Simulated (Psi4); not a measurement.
BF3 (SMILES FB(F)F), singlet, at a GFN2-xTB geometry; PBE/6-31G** (Psi4).

Here is a job for Psi4.
```
memory 2 GB

molecule mol {
0 1
  B    -0.000000    0.000000   -0.000000
  F    -0.006598    1.300362   -0.000881
  F     1.129442   -0.644465    0.003252
  F    -1.122844   -0.655897   -0.002371
}

set basis 6-31g**
set reference rks
set scf_type pk
set puream true
set d_convergence 1e-8
set dft_radial_points 99
set dft_spherical_points 590

energy('pbe')
print_variables()
```

The log (banner, timings and long lists left out):

```
   => Loading Basis Set <=

    Name: 6-31G**
    Role: ORBITAL
    Keyword: BASIS

         ---------------------------------------------------------
                                   SCF
               by Justin Turney, Rob Parrish, Andy Simmonett
                          and Daniel G. A. Smith
                              RKS Reference
         ---------------------------------------------------------

  ==> Geometry <==

    Molecular point group: cs
    Full point group: Cs

    Geometry (in Angstrom), charge = 0, multiplicity = 1:

       Center              X                  Y                   Z               Mass
    ------------   -----------------  -----------------  -----------------  -----------------
         B           -0.000000000000     0.000000000000     0.000000000000    11.009305360000
         F           -0.006600181830     1.300362287368     0.000000000000    18.998403162730
         F            1.129446600463    -0.644465142421     0.000000000000    18.998403162730
         F           -1.122846418633    -0.655897144947     0.000000000000    18.998403162730

  Running in cs symmetry.

  Rotational constants: A =      0.34982  B =      0.34982  C =      0.17491 [cm^-1]
  Rotational constants: A =  10487.43132  B =  10487.42618  C =   5243.71437 [MHz]
  Nuclear repulsion =  112.029218727944453

  Charge       = 0
  Multiplicity = 1
  Electrons    = 32
  Nalpha       = 16
  Nbeta        = 16

  ==> Algorithm <==

  SCF Algorithm Type is PK.
  DIIS enabled.
  MOM disabled.
  Fractional occupation disabled.
  Guess Type is SAD.
  Energy threshold   = 1.00e-06
  Density threshold  = 1.00e-08
  Integral threshold = 1.00e-12

  ==> Primary Basis <==

  Basis Set: 6-31G**
    Blend: 6-31G**
    Number of shells: 24
    Number of basis functions: 56
    Number of Cartesian functions: 60
    Spherical Harmonics?: true
    Max angular momentum: 2

  ==> DFT Potential <==

   => LibXC <=

    Version 7.1.2
    S. Lehtola, C. Steigemann, M. J. T. Oliveira, and M. A. L. Marques,  SoftwareX 7, 1–5 (2018) (10.1016/j.softx.2017.11.002)

   => Composite Functional: PBE <=

    PBE GGA Exchange-Correlation Functional

    J.P. Perdew et. al., Phys. Rev. Lett., 77(18), 3865-3868, 1996

    Deriv               =              1
    GGA                 =           TRUE
    Meta                =          FALSE

    Exchange Hybrid     =          FALSE
    MP2 Hybrid          =          FALSE

   => Exchange Functionals <=

    1.0000     XC_GGA_X_PBE

   => Correlation Functionals <=

    1.0000     XC_GGA_C_PBE

   => LibXC Density Thresholds  <==

    XC_GGA_C_PBE:  1.00E-12
    XC_GGA_X_PBE:  1.00E-15

   => Molecular Quadrature <=

    Radial Scheme          =       TREUTLER
    Pruning Scheme         =           NONE
    Nuclear Scheme         =       TREUTLER

    Blocking Scheme        =         OCTREE
    BS radius alpha        =              1
    Pruning alpha          =              1
    Radial Points          =             99
    Spherical Points       =            590
    Total Points           =         224000
    Total Blocks           =           1719
    Max Points             =            256
    Max Functions          =             55
    Weights Tolerance      =       1.00E-15

  ==> Integral Setup <==

  Using in-core PK algorithm.
   Calculation information:
      Number of atoms:                   4
      Number of AO shells:              24
      Number of primitives:             60
      Number of atomic orbitals:        60
      Number of basis functions:        56

      Integral cutoff                 1.00e-12
      Number of threads:                 1

  Performing in-core PK
  Using 2548812 doubles for integral storage.
  We computed 43671 shell quartets total.
  Whereas there are 45150 unique shell quartets.

  ==> DiskJK: Disk-Based J/K Matrices <==

    J tasked:                  Yes
    K tasked:                   No
    wK tasked:                  No
    Schwarz Cutoff:          1E-12

  Minimum eigenvalue in the overlap matrix is 1.9415643789E-02.
  Reciprocal condition number of the overlap matrix is 5.4734025391E-03.
    Using symmetric orthogonalization.

  ==> Pre-Iterations <==

  SCF Guess: Superposition of Atomic Densities via on-the-fly atomic UHF (no occupation information).

   -------------------------
    Irrep   Nso     Nmo
   -------------------------
     A'        40      40
     A"        16      16
   -------------------------
    Total      56      56
   -------------------------

  ==> Iterations <==

                        Total Energy        Delta E     RMS |[F,P]|

   @RKS iter SAD:  -323.89812623176158   -3.23898e+02   0.00000e+00
   @RKS iter   1:  -324.14170424181299   -2.43578e-01   1.18257e-02 DIIS/ADIIS
   @RKS iter   2:  -324.03863527888910    1.03069e-01   1.80879e-02 DIIS/ADIIS
   @RKS iter   3:  -324.21799277053401   -1.79357e-01   1.21066e-03 DIIS/ADIIS
   @RKS iter   4:  -324.21924025702003   -1.24749e-03   6.93309e-05 DIIS
   @RKS iter   5:  -324.21924302769895   -2.77068e-06   1.30632e-05 DIIS
   @RKS iter   6:  -324.21924313346142   -1.05762e-07   1.41673e-06 DIIS
   @RKS iter   7:  -324.21924313464058   -1.17916e-09   2.76471e-08 DIIS
   @RKS iter   8:  -324.21924313463995    6.25278e-13   4.01117e-08 DIIS
   @RKS iter   9:  -324.21924313464086   -9.09495e-13   1.00371e-10 DIIS
  Energy and wave function converged.

  ==> Post-Iterations <==

   Electrons on quadrature grid:
      Ntotal   =   32.0000002567 ; deviation = 2.567e-07

    Orbital Energies [Eh]
    ---------------------

    Doubly Occupied:

       1Ap   -24.291678     2Ap   -24.291673     3Ap   -24.291673
       4Ap    -6.642051     5Ap    -1.155702     6Ap    -1.116777
       7Ap    -1.116777     8Ap    -0.523560     9Ap    -0.489302
      10Ap    -0.489301     1App   -0.456295    11Ap    -0.385386
      12Ap    -0.385386     2App   -0.377409     3App   -0.377409
      13Ap    -0.341641

    Virtual:

       4App    0.016478    14Ap     0.074742    15Ap     0.235629
      16Ap     0.235630     5App    0.337798    17Ap     0.477463
      18Ap     0.477463    19Ap     0.507075     6App    1.052654
       7App    1.052654    20Ap     1.064438    21Ap     1.064439
      22Ap     1.089502     8App    1.217997     9App    1.217997
      23Ap     1.248705    24Ap     1.252061    25Ap     1.252061
      10App    1.329408    26Ap     1.359561    27Ap     1.545069
      28Ap     1.545069    11App    1.731299    12App    1.731299
      13App    1.753136    29Ap     1.814207    30Ap     1.814207
      31Ap     1.843957    32Ap     1.843958    33Ap     1.855365
      34Ap     1.884595    35Ap     1.969229    14App    2.071336
      15App    2.433581    16App    2.433581    36Ap     2.809226
      37Ap     2.809226    38Ap     3.013496    39Ap     3.013496
      40Ap     3.436203

    Final Occupation by Irrep:
             Ap   App
    DOCC [    13,    3 ]
    NA   [    13,    3 ]
    NB   [    13,    3 ]

  @RKS Final Energy:  -324.21924313464086

   => Energetics <=

    Nuclear Repulsion Energy =            112.0292187279444533
    One-Electron Energy =                -673.8758005613456135
    Two-Electron Energy =                 272.9032562509761988
    DFT Exchange-Correlation Energy =     -35.2759175522159154
    Empirical Dispersion Energy =           0.0000000000000000
    VV10 Nonlocal Energy =                  0.0000000000000000
    Total Energy =                       -324.2192431346408625

Computation Completed

Properties will be evaluated at   0.000000,   0.000000,   0.000000 [a0]

Properties computed using the SCF density matrix

 Multipole Moments:

 ------------------------------------------------------------------------------------
     Multipole            Electronic (a.u.)      Nuclear  (a.u.)        Total (a.u.)
 ------------------------------------------------------------------------------------

 L = 1.  Multiply by 2.5417464519 to convert [e a0] to [Debye]
 Dipole X            :          0.0000002            0.0000000            0.0000002
 Dipole Y            :         -0.0000007           -0.0000000           -0.0000007
 Dipole Z            :          0.0000000            0.0000000            0.0000000
 Magnitude           :                                                    0.0000007

 ------------------------------------------------------------------------------------

  Variable Map:
  ----------------------------------------------------------------------------
  "CURRENT ENERGY"              =>    -324.219243134641
  "CURRENT REFERENCE ENERGY"    =>    -324.219243134641
  "DD SOLVATION ENERGY"         =>       0.000000000000
  "DFT FUNCTIONAL TOTAL ENERGY" =>    -324.219243134641
  "DFT TOTAL ENERGY"            =>    -324.219243134641
  "DFT VV10 ENERGY"             =>       0.000000000000
  "DFT XC ENERGY"               =>     -35.275917552216
  "GRID ELECTRONS ALPHA"        =>      16.000000128362
  "GRID ELECTRONS BETA"         =>      16.000000128362
  "GRID ELECTRONS TOTAL"        =>      32.000000256724
  "NUCLEAR REPULSION ENERGY"    =>     112.029218727944
  "ONE-ELECTRON ENERGY"         =>    -673.875800561346
  "PCM POLARIZATION ENERGY"     =>       0.000000000000
  "PE ENERGY"                   =>       0.000000000000
  "SCF ITERATION ENERGY"        =>    -324.219243134641
  "SCF ITERATIONS"              =>       9.000000000000
  "SCF TOTAL ENERGY"            =>    -324.219243134641
  "TWO-ELECTRON ENERGY"         =>     272.903256250976
  "XC GRID RADIAL POINTS"       =>      99.000000000000
  "XC GRID SPHERICAL POINTS"    =>     590.000000000000
  "XC GRID TOTAL POINTS"        =>  224000.000000000000

  Array Variable Map:
  ----------------------------------------------------------------------------
  "CURRENT DIPOLE"              =>       0.000000155926 ... 0.000000000000 1 by 3
  "SCF DIPOLE"                  =>       0.000000155926 ... 0.000000000000 1 by 3
  "SCF TOTAL ENERGIES"          =>    -323.898126231762 ... -324.219243134641 1 by 10
```
